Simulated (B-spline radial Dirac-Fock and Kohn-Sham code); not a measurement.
# Atomic SCF run for Pm

ΔSCF core binding energies without Breit or QED terms, calculated with a B-spline atomic structure program. Keys: rel is the Hamiltonian (dirac, or spin-free x2c and nr, where L3 and M5 stand for the whole 2p and 3d shells), method is hf or an exchange,correlation pair (spin-unpolarised, also for the hole states), nuc the nuclear model, radius_factor scales its radius, rmax is the box in bohr, h the logarithmic mesh step, order the B-spline order, points the quadrature points per cell, c_factor scales the speed of light, and damp, ndamp, maxit and tol steer the iteration. The run stops when the commutator error falls below 10·tol·max(1, Z/10), or the numerical noise floor, and the energy has settled to about 1e-8 Ha; the virial ratio is −V/T.

Input (task.json):

```json
{"items": [{"Z": 61, "q": 0, "cfg": [[1, 0, 2], [2, 0, 2], [2, 1, 6], [3, 0, 2], [3, 1, 6], [3, 2, 10], [4, 0, 2], [4, 1, 6], [4, 2, 10], [4, 3, 5], [5, 0, 2], [5, 1, 6], [6, 0, 2]], "A": 145, "rrms": 4.962, "do": "settings", "holes": ["K", "L3", "M5"],
  "settings": [{"rel": "dirac", "method": "hf", "nuc": "fermi", "radius_factor": 1000.0, "rmax": 45.0, "h": 0.3, "order": 8, "points": 10, "c_factor": 1.0, "maxit": 62, "damp": 0.5, "ndamp": 3, "tol": 1e-08}]}]}
```

Command: `python xray2_run.py task.json out`

Ground-state iterations:

```
iter   energy (Ha)        error
   1    -5407.81514207  6.90e+00
   2    -5480.70755383  1.97e+00
   3    -5525.86215875  4.42e-01
   4    -5529.62734548  1.17e-01
   5    -5529.97550794  4.95e-02
   6    -5530.01520214  1.10e-02
   7    -5530.01759604  2.29e-03
   8    -5530.01787226  6.01e-04
   9    -5530.01789858  1.64e-04
  10    -5530.01790167  2.91e-05
  11    -5530.01790178  4.23e-06
  12    -5530.01790179  7.75e-07
  13    -5530.01790179  6.14e-08
```

The ground state converged in 13 iterations, with total energy -5530.01790 Ha, virial ratio 2.57818 and highest orbital energy -3.10 eV. ΔSCF binding energies: K (1s) 8152.4 eV, L3 (2p3/2) 4124.8 eV, M5 (3d5/2) 1248.7 eV.

Q: One setting is unsound. Which, and why?

A: radius_factor inflates the nucleus far beyond its size, which weakens the binding of the inner electrons. With the default settings (Dirac Hartree-Fock): The ground state converged in 13 iterations, with total energy -10022.09236 Ha, virial ratio 1.92494 and highest orbital energy -4.80 eV. ΔSCF binding energies: K (1s) 45371.2 eV, L3 (2p3/2) 6478.1 eV, M5 (3d5/2) 1033.8 eV.
